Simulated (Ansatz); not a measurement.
Basis sets compared for Ca2Se2. The state is a singlet with charge 0. Geometry PBE0-D4/def2-SVP. Ansatz on 4 threads of Arm Neoverse V1 on a shared host; times are rough, and most runs start from earlier orbitals.

```xyz
4

Ca   -0.135   -1.488   -0.755
Ca    0.134    1.488    0.755
Se   -0.245   -0.911    1.840
Se    0.247    0.911   -1.839
```

The structure comes from a short search, and lower isomers may exist.

Binding counts from free atoms (Ca singlet, Se triplet) in the same basis, without a counterpoise term.

```tsv
level	functions	energy (Eh)	HOMO (eV)	LUMO (eV)	binding per atom (eV)	wall time
PBE-D4/def2-SVP	112	-6156.5719	-4.22	-2.16	2.91	1.4 s
PBE-D4/def2-TZVP (with forces)	168	-6157.3313	-4.41	-2.27	2.88	3.3 s
r2SCAN-D4/def2-TZVP	168	-6158.4028	-4.55	-1.78	3.00	7 s
PBE0-D4/def2-SVP	112	-6156.8168	-5.12	-1.63	2.82	2.5 s
PBE0-D4/def2-TZVP	168	-6157.5734	-5.28	-1.75	2.80	4.6 s
```

Problem. Estimate the rows for PBE-D4/def2-TZVPD, r2SCAN-D4/def2-TZVPD, PBE0-D4/def2-TZVPD.

Solution. 
```
               level  functions  energy (Eh)  HOMO (eV)  LUMO (eV)  binding per atom (eV)  wall time
   PBE-D4/def2-TZVPD        186   -6157.3322      -4.43      -2.29                   2.88      4.4 s
r2SCAN-D4/def2-TZVPD        186   -6158.4036      -4.56      -1.79                   3.00        8 s
  PBE0-D4/def2-TZVPD        186   -6157.5742      -5.30      -1.76                   2.80      7.5 s
```
